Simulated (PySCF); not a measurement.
C₃H₉NSi, SMILES NC/C=C/[SiH3]. Atoms are numbered in the order given.

```xyz
14

N     -2.7043    -1.0313    -0.2850
C     -1.9557     0.0125     0.4144
C     -0.4603    -0.1795     0.4048
C      0.4360     0.6640    -0.1338
Si     2.2795     0.3564    -0.1606
H     -2.5603    -1.9356     0.1668
H     -2.3464    -1.1325    -1.2359
H     -2.3154     0.0460     1.4587
H     -2.2042     0.9909    -0.0307
H     -0.1127    -1.1202     0.8584
H      0.0519     1.5923    -0.5820
H      2.5655    -0.9581     0.4860
H      3.0172     1.4304     0.5709
H      2.8017     0.3337    -1.5608
```

The structure is a stationary point at B3LYP-D3(BJ)/def2-SVP. The structure was generated by enumeration; whether it is a known compound was not checked. The values are those of a single conformer.

All values below come from B3LYP-D3(BJ)/def2-SVP in PySCF.

Frequencies are harmonic and unscaled.

Computed normal modes with their intensities:
```json
[
 {"mode": "1", "ν (cm⁻¹)": "78", "IR (km/mol)": "0.1", "moving atoms (share of kinetic energy)": "H 53 %, N 22 %, C 21 %"},
 {"mode": "2", "ν (cm⁻¹)": "124", "IR (km/mol)": "0.6", "moving atoms (share of kinetic energy)": "H 46 %, C 24 %, N 20 %, Si 10 %"},
 {"mode": "3", "ν (cm⁻¹)": "150", "IR (km/mol)": "0.1", "moving atoms (share of kinetic energy)": "H 51 %, C 44 %"},
 {"mode": "4", "ν (cm⁻¹)": "188", "IR (km/mol)": "5.8", "moving atoms (share of kinetic energy)": "C 45 %, H 43 %, Si 10 %"},
 {"mode": "5", "ν (cm⁻¹)": "302", "IR (km/mol)": "40.2", "moving atoms (share of kinetic energy)": "H 75 %, C 12 %"},
 {"mode": "6", "ν (cm⁻¹)": "384", "IR (km/mol)": "5.9", "moving atoms (share of kinetic energy)": "H 34 %, C 33 %, Si 23 %, N 10 %"},
 {"mode": "7", "ν (cm⁻¹)": "408", "IR (km/mol)": "3.3", "moving atoms (share of kinetic energy)": "H 45 %, C 40 %, N 14 %"},
 {"mode": "8", "ν (cm⁻¹)": "615", "IR (km/mol)": "27.0", "moving atoms (share of kinetic energy)": "H 76 %, Si 13 %, C 11 %"},
 {"mode": "9", "ν (cm⁻¹)": "649", "IR (km/mol)": "49.1", "moving atoms (share of kinetic energy)": "H 74 %, C 15 %, Si 10 %"},
 {"mode": "10", "ν (cm⁻¹)": "778", "IR (km/mol)": "20.7", "moving atoms (share of kinetic energy)": "H 48 %, C 41 %, Si 11 %"},
 {"mode": "11", "ν (cm⁻¹)": "818", "IR (km/mol)": "25.8", "moving atoms (share of kinetic energy)": "H 50 %, C 45 %"},
 {"mode": "12", "ν (cm⁻¹)": "852", "IR (km/mol)": "244.3", "moving atoms (share of kinetic energy)": "H 62 %, N 28 %, C 9 %"},
 {"mode": "13", "ν (cm⁻¹)": "913", "IR (km/mol)": "26.2", "moving atoms (share of kinetic energy)": "H 67 %, C 30 %"},
 {"mode": "14", "ν (cm⁻¹)": "940", "IR (km/mol)": "268.1", "moving atoms (share of kinetic energy)": "H 89 %, Si 10 %"},
 {"mode": "15", "ν (cm⁻¹)": "944", "IR (km/mol)": "50.9", "moving atoms (share of kinetic energy)": "H 96 %"},
 {"mode": "16", "ν (cm⁻¹)": "964", "IR (km/mol)": "74.3", "moving atoms (share of kinetic energy)": "H 97 %"},
 {"mode": "17", "ν (cm⁻¹)": "1020", "IR (km/mol)": "17.0", "moving atoms (share of kinetic energy)": "H 89 %, C 11 %"},
 {"mode": "18", "ν (cm⁻¹)": "1056", "IR (km/mol)": "17.3", "moving atoms (share of kinetic energy)": "C 60 %, H 38 %"},
 {"mode": "19", "ν (cm⁻¹)": "1095", "IR (km/mol)": "6.8", "moving atoms (share of kinetic energy)": "C 43 %, H 29 %, N 28 %"},
 {"mode": "20", "ν (cm⁻¹)": "1143", "IR (km/mol)": "9.1", "moving atoms (share of kinetic energy)": "H 78 %, C 19 %"},
 {"mode": "21", "ν (cm⁻¹)": "1257", "IR (km/mol)": "3.1", "moving atoms (share of kinetic energy)": "H 68 %, C 30 %"},
 {"mode": "22", "ν (cm⁻¹)": "1315", "IR (km/mol)": "1.0", "moving atoms (share of kinetic energy)": "H 82 %, C 18 %"},
 {"mode": "23", "ν (cm⁻¹)": "1358", "IR (km/mol)": "27.4", "moving atoms (share of kinetic energy)": "H 75 %, C 24 %"},
 {"mode": "24", "ν (cm⁻¹)": "1370", "IR (km/mol)": "1.7", "moving atoms (share of kinetic energy)": "H 83 %, N 9 %"},
 {"mode": "25", "ν (cm⁻¹)": "1453", "IR (km/mol)": "2.7", "moving atoms (share of kinetic energy)": "H 92 %, C 8 %"},
 {"mode": "26", "ν (cm⁻¹)": "1640", "IR (km/mol)": "17.2", "moving atoms (share of kinetic energy)": "H 92 %"},
 {"mode": "27", "ν (cm⁻¹)": "1688", "IR (km/mol)": "32.0", "moving atoms (share of kinetic energy)": "C 93 %"},
 {"mode": "28", "ν (cm⁻¹)": "2203", "IR (km/mol)": "127.5", "moving atoms (share of kinetic energy)": "H 96 %"},
 {"mode": "29", "ν (cm⁻¹)": "2210", "IR (km/mol)": "117.6", "moving atoms (share of kinetic energy)": "H 98 %"},
 {"mode": "30", "ν (cm⁻¹)": "2219", "IR (km/mol)": "99.8", "moving atoms (share of kinetic energy)": "H 96 %"},
 {"mode": "31", "ν (cm⁻¹)": "3020", "IR (km/mol)": "34.0", "moving atoms (share of kinetic energy)": "H 94 %"},
 {"mode": "32", "ν (cm⁻¹)": "3071", "IR (km/mol)": "11.3", "moving atoms (share of kinetic energy)": "H 91 %, C 9 %"},
 {"mode": "33", "ν (cm⁻¹)": "3100", "IR (km/mol)": "12.6", "moving atoms (share of kinetic energy)": "H 92 %, C 8 %"},
 {"mode": "34", "ν (cm⁻¹)": "3107", "IR (km/mol)": "21.7", "moving atoms (share of kinetic energy)": "H 92 %"},
 {"mode": "35", "ν (cm⁻¹)": "3481", "IR (km/mol)": "0.0", "moving atoms (share of kinetic energy)": "H 96 %"},
 {"mode": "36", "ν (cm⁻¹)": "3557", "IR (km/mol)": "0.7", "moving atoms (share of kinetic energy)": "H 92 %, N 8 %"}
]
```
